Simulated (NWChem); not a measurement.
Isomers of C$_{2}$H$_{5}$FOSi, each optimised at B3LYP/6-31G* with NWChem, gas phase unless a solvent is named. Flexible species stand in one conformer each, which need not be the lowest. Pople sets run with spherical d functions. Relative energies count from the lowest isomer at each level and are electronic, without zero-point energy, on those geometries.

A: O=CC[SiH2]F
B: CC(=O)[SiH2]F
C: F[SiH](O)C=C
D: C=C(F)[SiH2]O

| quantity | A | B | C | D |
|---|---|---|---|---|
| relative energy, B3LYP/6-31G* (kcal/mol) | 22.4 | (withheld) | 0.0 | 51.7 |
| relative energy, B3LYP/def2-TZVP (kcal/mol) | 29.6 | (withheld) | 0.0 | 53.9 |
| SMD solvation free energy in toluene, B3LYP/6-31G* (kcal/mol) | -4.0 | (withheld) | -3.1 | -2.5 |

**Question.** Fill in the missing entries.

**Answer.** 
- relative energy, B3LYP/6-31G* (kcal/mol), B: 25.1
- relative energy, B3LYP/def2-TZVP (kcal/mol), B: 33.8
- SMD solvation free energy in toluene, B3LYP/6-31G* (kcal/mol), B: -3.3
